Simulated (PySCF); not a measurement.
**Computed properties of C2H8BClSi, SMILES CB(C)[SiH2]Cl**

C2H8BClSi, SMILES B([SiH2]Cl)(C)C. Geometry: PBE0-D3(BJ)/def2-SVP. The structure was generated by enumeration, and PubChem lists no compound with its InChIKey, so it may never have been made. One conformer was computed; it need not be the lowest. All values are computed for the isolated molecule unless a solvent is named; none is compared with measurement here.

**Structure.** All 33 harmonic modes at PBE0-D3(BJ)/def2-SVP (PySCF) are real, so it is a minimum. With heavy atoms numbered as in [SiH2:1]([Cl:2])[B:3]([CH3:4])[CH3:5], the shortest bond between them is B3–C4 at 1.559 Å and the longest Si1–Cl2 at 2.091 Å.

**Vibrations.** The strongest infrared lines (harmonic, unscaled, degenerate partners summed) lie at 818 cm⁻¹ (161 km/mol, H 79 %, C 11 %), 1316 cm⁻¹ (106 km/mol, H 55 %, C 30 %, B 15 %), 2213 cm⁻¹ (99 km/mol, H 96 %). The softest mode is at 36 cm⁻¹ and the zero-point energy is 59.8 kcal/mol.

**Electronic structure.** r2SCAN/def2-TZVP (PySCF) places the frontier levels at -6.69 and -2.24 eV, a gap of 4.45 eV, and gives a dipole moment of 2.48 D and a mean polarisability of 78.8 bohr³. PBE/def2-TZVP (PySCF) at the same geometry gives -6.43 and -2.53 eV, so its gap is 0.55 eV narrower. An orbital gap is neither the optical nor the fundamental gap.

**Excitations.** TDA-ωB97X/def2-SVPD (PySCF) has S1 at 4.91 eV (253 nm, f = 0.007, weak); the most intense of the 10 singlets computed lies at 7.25 eV (f = 0.03). T1 (TDA) is at 4.09 eV, 0.82 eV under S1. TDA-PBE/def2-SVPD (PySCF) puts S1 at 4.23 eV. No vertical singlet excitation falls in the visible range (under 3.1 eV).

**NMR.** GIAO shifts at PBE0/pcSseg-1 (PySCF) (non-relativistic, atoms alike by connectivity averaged): ¹³C at 23.4 ppm against TMS; ¹H from 1.7 to 5.4 ppm against TMS; ²⁹Si at -23.1 ppm against TMS; ¹¹B at 92.8 ppm against BF3. Without spin–orbit terms, shifts of atoms bonded to Cl or Br come out too high.
